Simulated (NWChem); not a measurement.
# AlH2Br; SMILES [Br][AlH2]

```xyz
4

Al     0.0000     0.0000    -1.5521
H      0.0000     1.3999    -2.2840
H      0.0000    -1.3999    -2.2840
Br     0.0000     0.0000     0.7070
```
Atoms are numbered in this order, from 1.

All runs: NWChem. Pople sets run with spherical d functions. The geometry was optimised at PBE0/def2-SVP. Ions are spin-unrestricted doublets at the neutral geometry; other ion states weren't tried.

For level CAM-B3LYP/6-31G*:

| Property | Result |
|---|---|
| vertical ionisation energy, ΔSCF (eV) | 10.69 |
| −ε(HOMO) (eV) | 9.50 |

Problem. How do the values read with level PBE/6-31G* instead?

Solution. 
- vertical ionisation energy, ΔSCF (eV): 10.17
- −ε(HOMO) (eV): 6.96
